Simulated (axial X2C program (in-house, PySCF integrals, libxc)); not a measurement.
# Nuclear properties of MoO⁺

Calculated with an axial X2C code built on PySCF integrals: two-component X2C with atomic mean-field Coulomb and Gaunt terms, Gaussian nuclei, basis Mo dyall-cv3z, O dyall-av3z with contracted cores.

R = 1.615 Å (near the PBE0 minimum at charge 1 of the determinant lowest at the starting distance; the state shown can have its own minimum elsewhere).

Determinant lowest in the PBE0 search, Ω = 3/2 (⟨Sz⟩ = 1.50, ⟨Lz⟩ = 0.00 at PBE0), spin on the atoms Mo 1.59, O -0.09:

| level | Eeff magnitude (GV/cm) | Ws magnitude Mo (kHz) | A∥/gI Mo (MHz) | qzz Mo (a.u.) | A∥/gI O (MHz) | qzz O (a.u.) |
| --- | --- | --- | --- | --- | --- | --- |
| PBE0 | 1.43 | 0.469 | 1740 | 0.49 | 19.1 | -0.75 |
| HF | 1.27 | 0.482 | 1480 | -0.12 | -2.85 | -1.34 |
| PBE | 0.971 | 0.316 | 1770 | 0.48 | 19.3 | -0.70 |
| r2SCAN | 1 | 0.321 | 1780 | 0.37 | 17.5 | -0.75 |
| BHandHLYP | 1.89 | 0.623 | 1750 | 0.45 | 15.1 | -0.79 |

Determinant 0.40 eV from it at PBE0 and this distance, Ω = 5/2 (⟨Sz⟩ = 0.52, ⟨Lz⟩ = 1.98 at PBE0), spin on the atoms Mo 0.58, O -0.06:

```json
{"level": "PBE0", "Eeff magnitude (GV/cm)": "0.356", "Ws magnitude Mo (kHz)": "0.086", "A∥/gI Mo (MHz)": "122", "qzz Mo (a.u.)": "3.43", "A∥/gI O (MHz)": "1.98", "qzz O (a.u.)": "-0.27"}
{"level": "HF", "Eeff magnitude (GV/cm)": "0.737", "Ws magnitude Mo (kHz)": "0.209", "A∥/gI Mo (MHz)": "-487", "qzz Mo (a.u.)": "0.75", "A∥/gI O (MHz)": "100", "qzz O (a.u.)": "-0.21"}
{"level": "PBE", "Eeff magnitude (GV/cm)": "0.308", "Ws magnitude Mo (kHz)": "0.0726", "A∥/gI Mo (MHz)": "149", "qzz Mo (a.u.)": "3.09", "A∥/gI O (MHz)": "3.55", "qzz O (a.u.)": "-0.30"}
{"level": "r2SCAN", "Eeff magnitude (GV/cm)": "0.551", "Ws magnitude Mo (kHz)": "0.12", "A∥/gI Mo (MHz)": "113", "qzz Mo (a.u.)": "3.28", "A∥/gI O (MHz)": "1.67", "qzz O (a.u.)": "-0.25"}
{"level": "BHandHLYP", "Eeff magnitude (GV/cm)": "0.366", "Ws magnitude Mo (kHz)": "0.0917", "A∥/gI Mo (MHz)": "97.3", "qzz Mo (a.u.)": "3.74", "A∥/gI O (MHz)": "-0.891", "qzz O (a.u.)": "-0.23"}
```

Eeff is the effective electric field on the electron electric dipole moment in this Ω state and Ws the scalar–pseudoscalar constant of the nucleus named (defined with the proton number Z and per Ω); A∥ (defined per Ω) follows by multiplying with gI = μI/(I μN); qzz is the electric field gradient, eQq0 = 234.96 MHz × Q/barn × qzz. The operators were transformed with the bare-nucleus X2C matrices; with these basis sets, hyperfine constants and field gradients can be off by tens of per cent, and where levels differ in sign neither size nor sign is settled.

With gI(95Mo) = -0.3657, Q(17O) = -0.02558 barn (g factors from the IAEA table of nuclear moments by Stone; Q from Pyykkö, Mol. Phys. 2018), turn the PBE0 values of the first state into constants in MHz.

A∥(95Mo) = 1740 × -0.3657 = -636 MHz; eQq0(17O) = 234.96 × (-0.02558) × (-0.75) = 4.51 MHz.

Each state is one determinant with collinear spin, which with several unpaired electrons need not be a pure state. Unrestricted Hartree–Fock can overshoot spin polarisation at the nuclei. This is the top spin component of a Σ state; components of lower Ω are not single determinants and can lie lower. With several open shells hyperfine constants can be off by a factor of several. Where Eeff spreads by more than a factor of two the levels disagree and none is to be relied on. States lie within half an eV, so the first need not be the ground state. Further determinants of the search, some of them spin-mixed, are not shown. Where a field gradient or hyperfine factor spreads by more than a factor of two over the levels, a constant derived from it is not to be relied on. PBE0 term energies can be off by some tenths of an eV.
